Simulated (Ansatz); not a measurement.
Ru3H6. Total charge 0; singlet. Geometry PBE0-D4/def2-SVP.

Cartesian coordinates in Å:
```
Ru 0.819 -0.061 0.626
Ru -0.418 0.431 -1.534
Ru -1.201 -1.038 0.031
H -0.321 -2.360 0.109
H 1.017 0.982 -0.680
H 2.090 -0.521 -0.172
H -1.389 1.498 -0.947
H -1.311 -0.356 1.481
H 0.715 1.425 1.086
```

In the def2 sets Ru takes a core potential; there is no spin–orbit coupling. HSE06 is defined as in plane-wave codes, on full-range PBE exchange. The restricted singlet is unstable towards broken spin symmetry in Hartree–Fock (as tested in another run); at PBE-D4/def2-TZVP, r2SCAN-D4/def2-TZVP, r2SCANh-D4/def2-TZVP, PBE0-D4/def2-TZVP and others this wasn't settled. No other spin state of charge 0 was run. Another isomer (quintet) lies 0.41 eV lower at PBE0-D4/def2-TZVP; other spin states weren't run for this one.

Estimate the orbital energies around the gap (eV) in Ansatz with PBE-D4/def2-TZVP, r2SCAN-D4/def2-TZVP, r2SCANh-D4/def2-TZVP, PBE0-D4/def2-TZVP, HSE06-D4/def2-TZVP.


```tsv
orbital	PBE-D4/def2-TZVP	r2SCAN-D4/def2-TZVP	r2SCANh-D4/def2-TZVP	PBE0-D4/def2-TZVP	HSE06-D4/def2-TZVP
HOMO−9	-8.17	-8.41	-8.79	-9.20	-8.81
HOMO−8	-7.99	-8.23	-8.61	-9.01	-8.62
HOMO−7	-7.67	-7.80	-8.16	-8.69	-8.29
HOMO−6	-7.38	-7.59	-8.10	-8.60	-8.21
HOMO−5	-6.97	-7.15	-7.58	-8.07	-7.68
HOMO−4	-5.60	-5.80	-6.29	-6.88	-6.48
HOMO−3	-5.08	-5.18	-5.58	-6.09	-5.70
HOMO−2	-4.88	-4.98	-5.36	-5.85	-5.46
HOMO−1	-4.66	-4.78	-5.19	-5.76	-5.36
HOMO	-4.41	-4.60	-5.12	-5.70	-5.31
LUMO	-3.70	-3.52	-3.15	-2.70	-3.07
LUMO+1	-3.50	-3.33	-2.98	-2.55	-2.92
LUMO+2	-3.41	-3.21	-2.87	-2.49	-2.85
LUMO+3	-3.35	-3.18	-2.80	-2.31	-2.68
LUMO+4	-1.76	-1.58	-1.22	-0.92	-1.28
LUMO+5	-1.70	-1.47	-1.16	-0.75	-1.12
```
